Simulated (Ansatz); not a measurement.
CH₅NSeSi, SMILES `C1N[SiH2][Se]1`, relaxed with RKS PBE0-D4/def2-TZVP in Ansatz 0.2.0 from a PBE-D4/def2-SVP geometry. The force threshold is 0.005 eV/Å; the program also tests the step.

Total charge 0; spin multiplicity 1.

Start:

```xyz
9

C     0.372   -0.919   -0.764
N    -0.339   -0.574    0.452
Si   -0.213    1.157    0.593
Se    1.015    0.909   -1.342
H    -0.265   -1.341   -1.573
H     1.259   -1.574   -0.615
H    -0.852   -1.294    0.962
H    -1.497    1.945    0.489
H     0.521    1.690    1.799
```

| step | energy (eV) | largest force (eV/Å) | largest move (Å) |
| --- | --- | --- | --- |
| 1 | -75823.6383 | 0.668 | 0.000 |
| 2 | -75823.6844 | 0.282 | 0.029 |
| 3 | -75823.6896 | 0.077 | 0.013 |
| 4 | -75823.6898 | 0.021 | 0.002 |
| 5 | -75823.6898 | 0.009 | 0.007 |
| 6 | -75823.6899 | 0.011 | 0.008 |
| 7 | -75823.6899 | 0.009 | 0.009 |
| 8 | -75823.6899 | 0.010 | 0.005 |
| 9 | -75823.6899 | 0.004 | 0.002 |

End:

```xyz
9

C     0.375   -0.908   -0.759
N    -0.304   -0.569    0.472
Si   -0.205    1.137    0.586
Se    1.012    0.898   -1.321
H    -0.280   -1.307   -1.537
H     1.240   -1.562   -0.623
H    -0.861   -1.266    0.934
H    -1.484    1.894    0.473
H     0.508    1.682    1.774
```

Hardware: 4 threads of an Arm Neoverse V1 on a shared host. Wall time 36 s, peak host memory 0.48 GiB.
